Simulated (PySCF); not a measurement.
**Cobalt: a sound run and one with changed settings**

Sound run: Co [Ar] 3d7 4s2, Co⁺ [Ar] 3d8. All numbers are calculated (PySCF 2.14, no relativity, point nucleus, in 6-31G* (5s4p2d1f, 34 functions)). In the sound run the correlated levels freeze [Ar]. The sound run starts from symmetry-adapted Hartree-Fock orbitals and uses a fine grid where one is needed.

A second run was set up differently.

| species | method | sound run (hartree) | changed run (hartree) | converged |
| --- | --- | --- | --- | --- |
| Co | UHF | -1381.19882 | -1366.07035 | yes |
| Co | MN15 | -1382.61299 | -1365.17766 | yes |
| Co | TPSS | -1382.52177 | -1367.11323 | yes |
| Co | MP2 | -1381.33274 | -1366.09132 | yes |
| Co⁺ | UHF | -1380.86053 | -1364.93075 | yes |
| Co⁺ | MN15 | -1382.31111 | -1364.11532 | yes |
| Co⁺ | TPSS | -1382.19673 | -1365.98810 | yes |
| Co⁺ | MP2 | -1381.01559 | -1364.92939 | yes |

Ionisation energy of Co:

| method | sound run (eV) | changed run (eV) |
| --- | --- | --- |
| UHF | 9.205 | 31.010 |
| MN15 | 8.215 | 28.908 |
| TPSS | 8.845 | 30.616 |
| MP2 | 8.630 | 31.618 |
| SCS-MP2 | 8.738 | 31.726 |

Question: What was changed?
A. basis contracted for another Hamiltonian
B. minimal basis
C. angular grid far too coarse
D. all electrons correlated in a valence basis

Answer: B. It used basis STO-3G. A minimal basis cannot let orbitals breathe on ionisation and holds almost no correlation. A negative ionisation energy or a positive MP2 energy shows that the occupation asked for is not the lowest one in this basis.
